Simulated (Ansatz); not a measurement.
The cluster TiO4. The state is a singlet with charge 0. Geometry PBE0-D4/def2-SVP; atoms count from 1.

```csv
atom,x (Å),y (Å),z (Å)
Ti1,0.000,0.000,0.000
O2,0.036,-0.677,-1.673
O3,0.726,-1.490,-0.714
O4,-0.986,0.722,1.327
O5,0.224,1.444,1.060
```

The structure holds 2 bonds between oxygen atoms, so isomers without such links may lie far lower. The structure comes from a short search, and lower isomers may exist.

(1) Estimate the Mulliken populations from the PBE0/def2-TZVP orbitals of Ansatz.

(2) And the Mayer bond orders between bonded heavy atoms (over 0.3)?

## Answers

(1) 
| atom | charge (e) | d electrons |
| --- | --- | --- |
| Ti1 | 1.43 | 2.19 |
| O2 | -0.36 | – |
| O3 | -0.36 | – |
| O4 | -0.36 | – |
| O5 | -0.36 | – |
Mulliken values and Mayer orders depend strongly on the basis.

(2) Ti1–O2 0.99 (1.80 Å); Ti1–O3 0.99 (1.80 Å); Ti1–O4 0.99 (1.80 Å); Ti1–O5 0.99 (1.81 Å); O2–O3 0.84 (1.43 Å); O4–O5 0.84 (1.43 Å).
